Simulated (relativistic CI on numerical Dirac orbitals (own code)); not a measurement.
# One change at a time: Tc XL

Base calculation: Dirac-Coulomb-Breit CI, orbitals from a KLI potential per configuration, model QED, unscaled Slater integrals.

Configuration list (outside the closed core 1s2): 2s2, 2s.2p, 2p2, 2p.3s, 2p.3p, 2s.3s, 2s.3p, 2s.3d, 2s.4s, 2s.4p, 2s.4d, 2s.4f, 3s2, 3s.3p, 3p2. Levels of other configurations are missing.

The lowest level and the first level of each name with at least 55 % of one term (blank where a level has no safe partner in the second run):

```tsv
Level	Base (eV)	Shift (eV)
2s2 1S_0	0.00	0.00
2s.2p 3P°_0	77.60	0.00
2s.2p 3P°_1	93.30	+0.02
2s.2p 3P°_2	213.43	0.00
2p2 3P_0	224.15	+0.09
2s.2p 1P°_1	266.34	+0.08
2p2 3P_1	339.20	0.00
2p2 1D_2	352.03	+0.26
2p2 3P_2	482.96	+0.20
2p2 1S_0	523.28	+0.22
2s.3s 3S_1	3292.19	
2s.3s 1S_0	3308.15	
2s.3p 3P°_0	3330.56	
2s.3p 3P°_1	3331.28
```

At this charge energies of transitions that change n are usually good to better than 1 %, and those within a shell (Δn = 0) to a few per cent.

Question: One thing was changed in a second run, which moved the levels as shown. Which?
A. only the first 3 configurations
B. Breit term removed
C. QED terms removed
D. valence Slater integrals scaled by 0.9

Answer: A. Only the first 3 configurations. With fewer configurations the levels that remain lose their mixing partners.

LS names give the leading component of a level, which can be under half, so a name can repeat, a term be missing and a line seem to break the LS rules.
